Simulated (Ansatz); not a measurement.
Cost and result for the atomization energy of CH₅BBrNO, SMILES `COB(N)Br` (10 atoms, 9 bonds).

Z-matrix (Å, degrees):
```
C
O 1 1.411
H 1 1.090 2 107.3
H 1 1.093 2 111.2 3 119.4
H 1 1.093 2 111.2 3 -119.4
B 2 1.351 1 124.4 3 179.8
Br 6 1.956 2 121.4 1 -0.0
N 6 1.394 2 120.5 1 -180.0
H 8 1.002 6 122.9 2 180.0
H 8 1.005 6 121.6 2 0.0
```

The species carries charge 0 and has multiplicity 1. Correlated methods include outer-core shells of Br, which these sets cover unevenly. Scalar relativity is left out up to krypton. The geometry is a stationary point of PBE0-D4/def2-TZVP. It is one conformer, not always the lowest. Program: Ansatz. Hardware: A = 2 threads of an AMD EPYC 7R13 on a shared host; B = 2 threads of an AMD EPYC 7R13 on a shared host and a share of an NVIDIA H100 80 GB. Times are those of one run each, without the atoms' runs, and a repeat can differ threefold. Electronic energies, without spin–orbit coupling; frozen cores. CCSD(T)/CBS adds CCSD(T) − MP2 in def2-TZVPP to the MP2 limit, and its time is that of the two runs behind it. T1 = 0.010. With those shells the extrapolation isn't a true limit. B3LYP takes the VWN-RPA correlation (the form of Gaussian; ORCA's B3LYP/G).

CCSD(T)/CBS is a level of theory with its own doubt, some kJ/mol a heavy atom from the limit and from the frozen cores, so smaller differences don't rank the functionals.

```csv
level,functions,wall time,atomization (kJ/mol),difference from CCSD(T)/CBS,per bond
MP2/def2-QZVPP [B],467,3.8 s,3928.8,45.7,5.1
PBE-D4/def2-TZVPP (with forces) [A],242,4.2 s,3982.3,99.2,11.0
PBE0-D4/def2-TZVPP [A],242,4.2 s,3900.5,17.4,1.9
CCSD(T)/def2-TZVPP [B],242,4.6 s,3774.3,-108.8,-12.1
r2SCAN-D4/def2-TZVPP (with forces) [A],242,7 s,3899.7,16.6,1.8
B3LYP-D4/def2-TZVPP (with forces) [A],242,7.5 s,3890.5,7.4,0.8
CCSD(T)/CBS(def2),–,8.4 s,3883.1,0.0,0.0
B2PLYP/def2-TZVPP [A],242,10 s,3850.7,-32.4,-3.6
ωB97X-V/def2-TZVPP [A],242,13 s,3889.7,6.6,0.7
ωB97M-V/def2-TZVPP (with forces) [A],242,19 s,3899.7,16.6,1.8
```

From PBE to PBE0 (25 % exact exchange), in def2-TZVPP and without D4, the atomization energy moves by −78.7 kJ/mol: exact exchange takes away binding that semilocal exchange gives to molecules. The D4 term adds +32.0 kJ/mol with B3LYP and +16.7 kJ/mol with PBE0; it sums over pairs of atoms, weighted by their polarisabilities, and B3LYP, whose exchange is more repulsive, gets the larger term. In def2-TZVPP, CCSD(T) changes the Hartree–Fock value by +967.4 kJ/mol (the triples alone add +61.0 kJ/mol) and MP2 by +1057.9 kJ/mol; breaking electron pairs costs correlation energy, which Hartree–Fock lacks.
